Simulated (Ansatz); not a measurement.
`C[S][SnH]([F])[F]` and `N#[C][SnH]([F])[F]` differ in one atom or group.

Ansatz, PBE0-D4/def2-TZVP geometries, multiplicity 1. Each molecule was computed in one conformer, which needn't be the lowest.

Elements past krypton have def2 core potentials.

```csv
property,`C[S][SnH]([F])[F]`
LUMO energy (PBE/def2-TZVPP) / eV,-2.49
HOMO energy (B3LYP/def2-TZVPP) / eV,-7.44
LUMO energy (B3LYP/def2-TZVPP) / eV,-1.87
LUMO energy (ωB97M-V/def2-TZVPP) / eV,0.44
HOMO–LUMO gap (PBE0/def2-TZVPP) / eV,6.13
HOMO–LUMO gap (PBE/def2-TZVPP) / eV,3.93
```

Question: What does the change do to each property? (Estimate.)

Answer: The calculation gave: 
| property | `N#[C][SnH]([F])[F]` | shift |
| --- | --- | --- |
| LUMO energy (PBE/def2-TZVPP) / eV | -2.88 | -0.39 |
| HOMO energy (B3LYP/def2-TZVPP) / eV | -10.38 | -2.94 |
| LUMO energy (B3LYP/def2-TZVPP) / eV | -2.25 | -0.38 |
| LUMO energy (ωB97M-V/def2-TZVPP) / eV | 0.04 | -0.40 |
| HOMO–LUMO gap (PBE0/def2-TZVPP) / eV | 8.79 | 2.66 |
| HOMO–LUMO gap (PBE/def2-TZVPP) / eV | 6.08 | 2.15 |

With PBE0 the HOMO falls by 2.99 eV and the LUMO falls by 0.33 eV, so the gap widens by about 2.66 eV. PBE moves the HOMO by -2.54 eV and ωB97M-V by -3.10 eV. The zero-point energy changes by -82.0 kJ/mol with -9 modes.

B3LYP here is the variant with VWN-RPA as its local correlation; programs differ in this.
